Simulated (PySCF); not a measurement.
## Frontier orbitals and the lowest excitations

Species: C6H10F2.
Geometry (PBE0-D3(BJ)/def2-SVP, Å), atoms numbered from 1 in this order:
```xyz
18
C6H10F2 angstrom
F     -1.423   -0.798    1.331
C     -1.253   -0.988   -0.014
F     -2.028   -2.054   -0.347
C     -1.739    0.247   -0.742
C     -0.839    1.444   -0.452
C      0.623    1.128   -0.752
C      1.092   -0.107    0.012
C      0.202   -1.311   -0.276
H     -1.746    0.016   -1.819
H     -2.780    0.432   -0.436
H     -1.177    2.315   -1.034
H     -0.943    1.716    0.612
H      1.258    1.992   -0.503
H      0.745    0.954   -1.837
H      1.066    0.102    1.095
H      2.137   -0.347   -0.236
H      0.288   -1.618   -1.331
H      0.472   -2.180    0.344
```

Theory: TDDFT B3LYP/def2-SVPD, vertical, gas phase, core orbitals frozen in the response (PySCF 2.14.0, density-fitted response routines).

Kohn–Sham orbitals with the atoms that hold most of them (Löwdin shares over 4%, at most four atoms; ? is withheld):

| orbital | ε (eV) | atoms |
| --- | --- | --- |
| LUMO+2 | 1.02 | H16 12%, H11 12%, C7 10%, C5 10% |
| LUMO+1 | 0.95 | H12 11%, H15 11%, H17 11%, H9 11% |
| LUMO | ? | C6 12%, C5 8%, C7 8%, H14 8% |
| HOMO | -8.53 | ? |
| HOMO-1 | -9.16 | ? |
| HOMO-2 | -9.28 | C6 22%, H13 13%, C5 11%, C7 11% |
| HOMO-3 | -9.63 | C8 12%, C4 12%, F1 11%, C7 10% |

Which atoms hold the HOMO-1, and with what shares?

C6 (bonded to 2 C and 2 H) 20%; C5 (bonded to 2 C and 2 H) 15%; C7 (bonded to 2 C and 2 H) 15%; H14 (bonded to C) 9%. By element: carbon 50% or more, hydrogen 9% or more.

Which atoms hold the HOMO, and with what shares?

C2 (bonded to 2 C and 2 F) 15%; C8 (bonded to 2 C and 2 H) 11%; C4 (bonded to 2 C and 2 H) 11%; F3 (bonded to C) 10%. By element: carbon 38% or more, fluorine 10% or more.

What is the LUMO energy, and the HOMO–LUMO gap?

ε(LUMO) = 0.28 eV; the gap is 8.82 eV (0.3240 hartree).

The HOMO–LUMO gap is 8.82 eV. Where does the response calculation put the lowest singlet, and from which orbitals?

S1 is at 7.95 eV (f = 0.0002), 0.87 eV below the gap, made of HOMO→LUMO (99%). Without the coupling terms of the response equations the lowest excitation would equal the gap.

One configuration dominates each of S1, S2, S3, S4 and S8. Which, and how do the shares of the two leading atoms of either orbital change from the occupied to the empty one?

- S1 (7.95 eV, f 0.0002), HOMO→LUMO (99%): C2 15% → at most 9%, C8 11% → at most 9%, C6 at most 10% → 12%, C5 at most 10% → 8%
- S2 (8.53 eV, f 0.0050), HOMO-1→LUMO (96%): C6 20% → 12%, C5 15% → 8%
- S3 (8.59 eV, f 0.0019), HOMO→LUMO+1 (98%): C2 15% → at most 11%, C8 11% → at most 11%, H12 at most 10% → 11%, H15 at most 10% → 11%
- S4 (8.63 eV, f 0.0096), HOMO-2→LUMO (97%): C6 22% → 12%, H13 13% → at most 9%, C5 11% → 8%
- S8 (9.24 eV, f 0.087), HOMO-1→LUMO+1 (92%): C6 20% → at most 11%, C5 15% → at most 11%, H12 at most 9% → 11%, H15 at most 9% → 11%

Löwdin shares depend on the basis, the more so with diffuse functions.

Time: 3.2 min wall. Hardware: one thread of an x86-64 server, no GPU (shared host).

One conformer stands for the species.
